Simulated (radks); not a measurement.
Bi, 83 electrons, occupied as [Hg] 6p3 (the NIST ground configuration). All-electron calculation, scalar-relativistic Kohn-Sham, PBE, spin-polarised, spherical densities, point nucleus; open shells are filled with parallel spins first (spin-orbit coupling, left out, can overturn this in heavy ions); hard spherical wall at 2.5 bohr. Program: a radial shooting solver on a logarithmic mesh with Libxc functionals.

Radial electron density D(r) = 4 pi r^2 rho(r):

| r (bohr) | D(r) (e/bohr) | spin D(r) |
|---|---|---|
| 0.001334 | 19.76 | -0.0000636 |
| 0.001528 | 23.74 | -0.0000634 |
| 0.001737 | 28.09 | -0.0000563 |
| 0.00199 | 33.41 | -0.0000358 |
| 0.002262 | 39.11 | 0.00000338 |
| 0.002591 | 45.93 | 0.0000790 |
| 0.002945 | 53.03 | 0.000200 |
| 0.003374 | 61.24 | 0.000411 |
| 0.003835 | 69.46 | 0.000728 |
| 0.004393 | 78.51 | 0.00125 |
| 0.004993 | 87.03 | 0.00201 |
| 0.00572 | 95.70 | 0.00322 |
| 0.006502 | 103.1 | 0.00492 |
| 0.007449 | 109.5 | 0.00755 |
| 0.008466 | 113.9 | 0.0111 |
| 0.009699 | 116.3 | 0.0164 |
| 0.01111 | 116.2 | 0.0239 |
| 0.01263 | 114.1 | 0.0332 |
| 0.01447 | 110.3 | 0.0462 |
| 0.01645 | 106.5 | 0.0614 |
| 0.01884 | 103.5 | 0.0805 |
| 0.02141 | 103.4 | 0.100 |
| 0.02453 | 107.4 | 0.121 |
| 0.02788 | 115.6 | 0.138 |
| 0.03195 | 128.0 | 0.147 |
| 0.03631 | 141.0 | 0.143 |
| 0.0416 | 152.6 | 0.122 |
| 0.04728 | 157.9 | 0.0868 |
| 0.05417 | 155.6 | 0.0401 |
| 0.06156 | 146.6 | 0.00220 |
| 0.07053 | 134.0 | -0.0101 |
| 0.08016 | 125.3 | 0.0216 |
| 0.09184 | 124.5 | 0.103 |
| 0.1044 | 132.2 | 0.199 |
| 0.1196 | 143.7 | 0.269 |
| 0.1359 | 148.8 | 0.257 |
| 0.1557 | 141.0 | 0.153 |
| 0.1784 | 120.6 | 0.0247 |
| 0.2028 | 99.09 | -0.00769 |
| 0.2323 | 85.55 | 0.128 |
| 0.264 | 86.25 | 0.363 |
| 0.3025 | 95.33 | 0.538 |
| 0.3438 | 100.6 | 0.471 |
| 0.3939 | 94.18 | 0.189 |
| 0.4477 | 77.69 | -0.0151 |
| 0.5129 | 57.02 | 0.138 |
| 0.5829 | 41.92 | 0.656 |
| 0.6678 | 33.11 | 1.24 |
| 0.759 | 29.37 | 1.36 |
| 0.8696 | 26.40 | 0.854 |
| 0.9884 | 22.79 | 0.139 |
| 1.132 | 18.58 | -0.108 |
| 1.287 | 15.40 | 0.637 |
| 1.474 | 13.13 | 2.24 |
| 1.676 | 10.99 | 3.48 |
| 1.92 | 7.239 | 3.18 |
| 2.182 | 2.649 | 1.34 |

D(r) has 4 maxima, at r = 0.0103, 0.0488, 0.136, 0.347 bohr, and minima at 0.0202, 0.0868, 0.246 bohr, inside which lie 1.87, 10.97, 30.06 electrons.
